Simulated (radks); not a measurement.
The numbers below are computed, except where a source is named.
Task: The technetium ion Tc12+ is in [Ar] 3d10 4s2 4p1. Level of theory: scalar-relativistic Kohn-Sham, LDA (Slater exchange, Perdew-Wang correlation), spin-polarised, spherical densities, finite nucleus; Fermi nuclear charge, rms radius of each element as measured or else 0.836 A^(1/3) + 0.57 fm (a radial shooting solver on a logarithmic mesh with Libxc functionals). Open shells are filled with parallel spins first. One electron is removed from 4s, 4p, 3d, 3p in turn, with full relaxation. Which removal costs least, and what does each cost?

Result: 4p 260.81 eV; 4s 291.40 eV; 3d 513.56 eV; 3p 677.25 eV. The 4p electron leaves first.
